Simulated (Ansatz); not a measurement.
Ideal-gas functions of `N=C1S[SiH]1Cl` at 800 K and 1 bar, from an Ansatz frequency run at PBE0-D4/def2-TZVP.

Molar mass 123.64 g/mol, point group C1 (symmetry number 1), electronic degeneracy 1, moments of inertia 109.332, 312.353, 375.342 u Å². Harmonic wavenumbers (cm⁻¹, unscaled): 121, 175, 341, 421, 443, 541, 585, 675, 713, 800, 828, 1167, 1749, 2276, 3482.

Use S(trans) = R[1.5 ln M + 2.5 ln T − 1.1517]; rotational temperatures θ = 24.2544 K / I; S(rot) = R[ln(√π/σ · √(T³/θAθBθC)) + 1.5]; for each mode x = 1.438777 ν̃/T, S = R[x/(eˣ − 1) − ln(1 − e⁻ˣ)] and H = RT x/(eˣ − 1); 1 cm⁻¹ = 0.0119627 kJ/mol; R = 8.31446 J/(mol·K).

By hand: the entropy, in J/(mol·K).

Translation 189.5. Rotation: θ = 0.2218, 0.0777, 0.0646 K, giving 128.9. Vibration, mode by mode: 21.01, 17.96, 12.51, 10.82, 10.42, 8.86, 8.27, 7.19, 6.79, 5.97, 5.73, 3.53, 1.54, 0.72, 0.12, in all 121.4. Electronic 0.0. Sum 439.8 J/(mol·K).

By hand: H − E and G − E in kJ/mol, counted from the electronic energy.

Zero-point energy ½ × 14317 × 0.0119627 = 85.6; thermal vibration 48.9; translation, rotation and pV give 4 RT = 26.6. H − E = 161.1 kJ/mol, and G − E = 161.1 − 800 × 439.8/1000 = -190.7 kJ/mol.

Vibration gives 28 % of the entropy, 21.0 J/(mol·K) of it from the mode under 150 cm⁻¹: soft modes count most, and the harmonic formula is weakest for them. The sum counts one conformer and one mirror image; others add a mixing term.
